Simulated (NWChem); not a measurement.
Everything below was run with NWChem. System: AgF, charge 0, spin multiplicity 1, at a geometry optimised with PBE0/def2-SVP with def2 effective core potentials on Ag. The structure started from a generated list of species. Level: B2PLYP/def2-TZVP with def2 effective core potentials on Ag, 5 core orbitals frozen.

Output (cleaned and shortened):

```
             Northwest Computational Chemistry Package (NWChem) 7.3.0
             --------------------------------------------------------

                                NWChem Input Module
                                -------------------

 Scaling coordinates for geometry "geometry" by  1.889725989
 (inverse scale =  0.529177249)

 Turning off AUTOSYM since
 SYMMETRY directive was detected!

                             Geometry "geometry" -> ""
                             -------------------------

 Output coordinates in angstroms (scale by  1.889725989 to convert to a.u.)

  No.       Tag          Charge          X              Y              Z
 ---- ---------------- ---------- -------------- -------------- --------------
    1 Ag                  47.0000     0.00000000     0.00000000    -0.31721700
    2 F                    9.0000     0.00000000     0.00000000     1.65657700

 Effective nuclear repulsion energy (a.u.)     113.4069595545

            Nuclear Dipole moment (a.u.)
            ----------------------------
        X                 Y               Z
 ---------------- ---------------- ----------------
     0.0000000000     0.0000000000    -0.0000113384

      Symmetry information
      --------------------

 Group name             C2v
 Group number             16
 Group order               4
 No. of unique centers     2

      Symmetry unique atoms

     1    2


 Summary of "ao basis" -> "" (spherical)
 ------------------------------------------------------------------------------
       Tag                 Description            Shells   Functions and Types
 ---------------- ------------------------------  ------  ---------------------
 *                         def2-tzvp                  on all atoms

 Summary of "ao basis" -> "ao basis" (spherical)
 ------------------------------------------------------------------------------
       Tag                 Description            Shells   Functions and Types
 ---------------- ------------------------------  ------  ---------------------
 Ag                        def2-tzvp                14       40   6s4p3d1f
 F                         def2-tzvp                11       31   5s3p2d1f

 Summary of "ao basis" -> "ao basis" (spherical)
 ------------------------------------------------------------------------------
       Tag                 Description            Shells   Functions and Types
 ---------------- ------------------------------  ------  ---------------------
 Ag                        def2-tzvp                14       40   6s4p3d1f
 F                         def2-tzvp                11       31   5s3p2d1f

      Symmetry analysis of basis
      --------------------------

        a1         32
        a2          7
        b1         16
        b2         16

            General Information
            -------------------
          SCF calculation type: DFT
          Wavefunction type:  closed shell.
          No. of atoms     :     2
          No. of electrons :    28
           Alpha electrons :    14
            Beta electrons :    14
          Charge           :     0
          Spin multiplicity:     1
          Use of symmetry is: on ; symmetry adaption is: on
          Maximum number of iterations: 100
          AO basis - number of functions:    71
                     number of shells:    25
          Convergence on energy requested:  1.00D-06
          Convergence on density requested:  1.00D-05
          Convergence on gradient requested:  5.00D-04

              XC Information
              --------------
                     Hartree-Fock (Exact) Exchange  0.530
                    Becke 1988 Exchange Functional  0.470
              Lee-Yang-Parr Correlation Functional  0.730

             Grid Information
             ----------------
          Grid used for XC integration:  medium
          Radial quadrature: Mura-Knowles
          Angular quadrature: Lebedev.
          Tag              B.-S. Rad. Rad. Pts. Rad. Cut. Ang. Pts.
          ---              ---------- --------- --------- ---------
          Ag                  1.60      123           8.0       590
          F                   0.50       49           8.0       434
          Grid pruning is: on
[...]
                       ------------------------------------

 Vector   12  Occ=2.000000D+00  E=-3.570022D-01  Symmetry=b2
              MO Center= -4.0D-15, -7.4D-16,  1.3D+00, r^2= 1.2D+00
   Bfn.  Coefficient  Atom+Function         Bfn.  Coefficient  Atom+Function
  ----- ------------  ---------------      ----- ------------  ---------------
    47      0.449576  2 F  py                50      0.363838  2 F  py
    53      0.300384  2 F  py                20     -0.297328  1 Ag d -1
    25     -0.169181  1 Ag d -1              30     -0.063237  1 Ag d -1
    14      0.058278  1 Ag py                 8     -0.045464  1 Ag py
    17      0.032905  1 Ag py

 Vector   13  Occ=2.000000D+00  E=-3.570022D-01  Symmetry=b1
              MO Center=  2.6D-16,  1.0D-15,  1.3D+00, r^2= 1.2D+00
   Bfn.  Coefficient  Atom+Function         Bfn.  Coefficient  Atom+Function
  ----- ------------  ---------------      ----- ------------  ---------------
    46      0.449576  2 F  px                49      0.363838  2 F  px
    52      0.300384  2 F  px                22      0.297328  1 Ag d  1
    27      0.169181  1 Ag d  1              32      0.063237  1 Ag d  1
    13      0.058278  1 Ag px                 7     -0.045464  1 Ag px
    16      0.032905  1 Ag px

 Vector   14  Occ=2.000000D+00  E=-3.411364D-01  Symmetry=a1
              MO Center=  2.7D-15, -1.7D-15,  7.7D-01, r^2= 1.8D+00
   Bfn.  Coefficient  Atom+Function         Bfn.  Coefficient  Atom+Function
  ----- ------------  ---------------      ----- ------------  ---------------
    21      0.390664  1 Ag d  0              48      0.359758  2 F  pz
    51      0.302492  2 F  pz                 5     -0.297347  1 Ag s
    54      0.259094  2 F  pz                26      0.212034  1 Ag d  0
     3      0.198989  1 Ag s                 31      0.140512  1 Ag d  0
     2     -0.106442  1 Ag s                  9      0.097311  1 Ag pz

 Vector   15  Occ=0.000000D+00  E=-8.230585D-02  Symmetry=a1
              MO Center=  2.4D-14, -1.7D-14, -1.1D+00, r^2= 3.9D+00
   Bfn.  Coefficient  Atom+Function         Bfn.  Coefficient  Atom+Function
  ----- ------------  ---------------      ----- ------------  ---------------
     6      0.608284  1 Ag s                  5      0.419812  1 Ag s
     3     -0.264617  1 Ag s                 18     -0.239084  1 Ag pz
    15     -0.186798  1 Ag pz                 4     -0.153258  1 Ag s
     2      0.150021  1 Ag s                 48      0.122261  2 F  pz
     9      0.117330  1 Ag pz                54      0.116800  2 F  pz

 Vector   16  Occ=0.000000D+00  E= 2.597268D-02  Symmetry=b1
              MO Center= -2.9D-14, -1.6D-15, -4.1D-01, r^2= 7.7D+00
   Bfn.  Coefficient  Atom+Function         Bfn.  Coefficient  Atom+Function
  ----- ------------  ---------------      ----- ------------  ---------------
    16      0.916423  1 Ag px                13      0.147888  1 Ag px
     7     -0.142459  1 Ag px                52     -0.120065  2 F  px
    46     -0.084170  2 F  px                49     -0.052167  2 F  px
    22     -0.049219  1 Ag d  1              32      0.047155  1 Ag d  1
    27     -0.043162  1 Ag d  1

 Vector   17  Occ=0.000000D+00  E= 2.597268D-02  Symmetry=b2
              MO Center= -4.3D-16,  1.9D-14, -4.1D-01, r^2= 7.7D+00
   Bfn.  Coefficient  Atom+Function         Bfn.  Coefficient  Atom+Function
  ----- ------------  ---------------      ----- ------------  ---------------
    17      0.916423  1 Ag py                14      0.147888  1 Ag py
     8     -0.142459  1 Ag py                53     -0.120065  2 F  py
    47     -0.084170  2 F  py                50     -0.052167  2 F  py
    20      0.049219  1 Ag d -1              30     -0.047155  1 Ag d -1
    25      0.043162  1 Ag d -1

 center of mass
 --------------
 x =   0.00000000 y =   0.00000000 z =  -0.03661974

 moments of inertia (a.u.)
 ------------------
         224.428993828606           0.000000000000           0.000000000000
           0.000000000000         224.428993828606           0.000000000000
           0.000000000000           0.000000000000           0.000000000000

     Multipole analysis of the density
     ---------------------------------

     L   x y z        total         alpha         beta         nuclear
     -   - - -        -----         -----         ----         -------
     0   0 0 0      0.000000    -14.000000    -14.000000     28.000000

     1   1 0 0      0.000000      0.000000      0.000000      0.000000
     1   0 1 0     -0.000000     -0.000000     -0.000000      0.000000
     1   0 0 1     -2.493511     -9.639095     -9.639095     16.784679

     2   2 0 0    -16.619665     -8.309833     -8.309833      0.000000
     2   1 1 0      0.000000      0.000000      0.000000      0.000000
     2   1 0 1     -0.000000     -0.000000     -0.000000      0.000000
     2   0 2 0    -16.619665     -8.309833     -8.309833      0.000000
     2   0 1 1      0.000000      0.000000      0.000000      0.000000
     2   0 0 2    -21.682883    -58.354688    -58.354688     95.026493

                   NWChem MP2 Semi-direct Energy/Gradient Module
                   ---------------------------------------------

  Basis functions       =     71
  Molecular orbitals    =     71
  Frozen core           =      5
  Frozen virtuals       =      0
  Active alpha occupied =      9
  Active beta occupied  =      9
  Active alpha virtual  =     57
  Active beta virtual   =     57
  Use MO symmetry       = T
  Use skeleton AO sym   = T

  AO/Fock/Back tols     =   1.0D-09  1.0D-09  1.0D-09

 GA uses MA = F    GA memory limited = T

 Available:
  local mem=  4.43D+07
 global mem=  1.44D+08
 local disk=  0.00D+00
  mp2_memr nvloc                    57
  nvloc new                    57
   1 passes of   9:        4194304                      35923                   4437221.
   1 passes of   9: M     44312691           G      144169118           F      40118387.

 Semi-direct pass number   1 of   1  for RHF alpha+beta  at        2.5s
  vrange nnbf                  2539
  mp2_eaftype                    16  avail_ma_in_mb                   386
 EAF : mp2_eaftype filesize          16    2218610.
  mp2_eaf for mointskh                     16
Node 0 wrote     10.4 Mb in      0.0 s     Agg I/O rate:   854.5 Mb/s
 Done moints_semi at        4.6s
  mp2_eaftype                    16  avail_ma_in_mb                   386
 EAF : mp2_eaftype filesize          16    2218610.
  mp2_eaf for kh                    16
 Done maket at        4.8s
 Done multipass loop at        4.8s

          -------------------------------------------
          DFT energy                    -246.435703507145
          Unscaled MP2 energy             -0.661940658658
          Total DFT+MP2 energy          -246.614427484983
          -------------------------------------------

 -----------------------
 Performance information
 -----------------------

 Timer overhead =  2.70D-07 seconds/call

               Nr. of calls         CPU time (s)                 Wall time (s)                GFlops
             ---------------    -------------------     ------------------------------   -------------------
Name         Min   Avg   Max    Min     Avg     Max     Min     Avg     Max   Mx/calls   Min     Max     Sum
mp2: moin     1     1     1    2.1     2.1     2.1      2.1     2.1     2.1     2.1      0.0     0.0     0.0
mp2: make     1     1     1   0.16    0.16    0.16     0.16    0.16    0.16    0.16      0.0     0.0     0.0
mp2: tota     1     1     1    2.4     2.4     2.4      2.4     2.4     2.4     2.4      0.0     0.0     0.0

 The average no. of pstat calls per process was 3.00D+00
 with a timing overhead of 8.11D-07s

 Task  times  cpu:        4.8s     wall:        4.8s

 Total times  cpu:        4.8s     wall:        4.8s
```

Question: Write an NWChem input that would produce this output.

Answer: This is not unique; one that fits is 
```
start mol
memory heap 200 mb stack 900 mb global 1100 mb
geometry units angstroms nocenter noautoz
  Ag     0.000000     0.000000    -0.317217
  F      0.000000     0.000000     1.656577
  symmetry group C2v
end
basis spherical
  * library def2-tzvp
end
ecp
  Ag library def2-ecp
end
dft
  xc hfexch 0.53 becke88 0.47 lyp 0.73 mp2 0.27
  dftmp2
  semidirect memsize 60000000 filesize 0
  iterations 100
end
mp2
  freeze core 5
end
task dft energy
```
